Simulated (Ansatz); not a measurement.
A nudged elastic band was laid between two geometries of ClF3H4NOTa (11 atoms, charge 0, multiplicity 1).

The calculation used RKS PBE0-D4/def2-SVP (Ansatz 0.2.0).

```yaml
movable_images: 5
climbing_image: yes
spring: 5.0 eV/Å²
optimiser: quadratic models (default)
start_path: through a guess of the saddle point
force_threshold: 0.03 eV/Å
iteration_limit: 60
end_points: relaxed
```

Initial state:

```xyz
11
Properties=species:S:1:pos:R:3
Ta 0.149 0.008 0.224
O 1.844 -0.785 0.404
H 2.618 -1.160 0.823
Cl -0.215 -0.327 2.551
F 0.647 0.847 -1.397
F -1.361 1.162 0.277
F -0.781 -1.451 -0.477
N 1.123 1.987 0.980
H 1.342 1.963 1.977
H 0.435 2.730 0.840
H 1.966 2.245 0.465
```

Final state:

```xyz
11
Properties=species:S:1:pos:R:3
Ta -0.072 0.460 0.364
O 2.134 -0.136 0.351
H 2.224 -1.094 0.245
Cl -0.028 -0.224 2.628
F 0.311 1.125 -1.351
F -1.917 0.690 0.267
F 0.046 -1.352 -0.262
N 0.624 2.205 1.004
H 0.748 2.487 1.972
H 0.997 2.911 0.371
H 2.700 0.147 1.079
```

Q: What changes between the two ends?

A: Bonds broken: N8–H11. Bonds formed: O2–H11.

Q: Give the energies along the band, and the barrier.

A: The forces met the threshold. The highest image is number 4 of 0 to 6, 30.0 kcal/mol above the first end and 8.5 kcal/mol above the last; the last end lies 21.6 kcal/mol above the first. A vibrational analysis at the climbing image gives one clearly imaginary mode, 957i cm⁻¹: a first-order saddle point. The orbitals stay closed-shell, which can raise the energy where a bond breaks towards radicals; this wasn't checked here.

```tsv
image	path coordinate (Å)	energy (kcal/mol)	N8–H11 (Å)	O2–H11 (Å)
0	0.00	0.0	1.02	3.03
1	0.71	0.1	1.02	2.85
2	1.43	1.3	1.02	2.49
3	2.14	8.1	1.03	1.87
4	2.86	30.0	1.40	1.13
5	3.63	22.9	2.32	0.97
6	4.41	21.6	2.93	0.97
```

Q: What is the geometry of the highest image?

A: 
```xyz
11
Properties=species:S:1:pos:R:3
Ta -0.080 0.297 0.289
O 2.020 -0.158 0.377
H 2.500 -0.928 0.699
Cl -0.302 -0.273 2.558
F 0.222 1.146 -1.361
F -1.855 0.874 0.253
F -0.152 -1.455 -0.369
N 1.120 1.907 1.015
H 0.998 2.227 1.974
H 1.245 2.708 0.396
H 2.051 0.875 0.838
```

Q: What are the harmonic wavenumbers there?

A: 957i, 78, 121, 127, 173, 184, 214, 240, 254, 333, 358, 403, 427, 567, 662, 670, 690, 710, 738, 765, 781, 1379, 1514, 1985, 3553, 3659, 3919 cm⁻¹.

The band took 22 iterations and of the order of 20 core-minutes.

Run time: 5.2 min on 4 threads of Arm Neoverse V2 (shared host), peak memory 0.46 GiB.
